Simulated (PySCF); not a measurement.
**Working out the ionisation energy of As²⁺**

As²⁺ [Ar] 3d10 4s2 4p1 (2P) → As³⁺ [Ar] 3d10 4s2 (1S). Computed with PySCF 2.14 in aug-cc-pwCVDZ-PP with ECP10MDF (6s5p4d1f, 48 functions), with scalar relativity through the core potential. Frozen: 3s2 3p6 3d10. Energies in hartree (1 hartree = 27.21139 eV):

```csv
part,As²⁺ (lower),As³⁺ (upper)
UHF,-330.191615,-329.182410
CCSD correlation,-0.051457,-0.040970
(T),-0.000517,0.000000
```

**Question.** What does Hartree-Fock give?

**Answer.** (-329.182410) − (-330.191615) = 1.009205 hartree = 27.462 eV.

**Question.** What do CCSD and CCSD(T) give?

**Answer.** The CCSD correlation energies differ by 0.010487 hartree = 0.285 eV and the triples by 0.000517 hartree = 0.014 eV, so CCSD gives 27.747 eV and CCSD(T) 27.761 eV.

Reference: 28.349 ± 0.012 eV (measured; NIST Atomic Spectra Database, ionization energies), between the lowest levels; spin-orbit coupling is absent from the calculation.

A double-zeta basis recovers only part of the correlation energy.

What remains against the reference includes basis incompleteness, the frozen core and higher excitations.
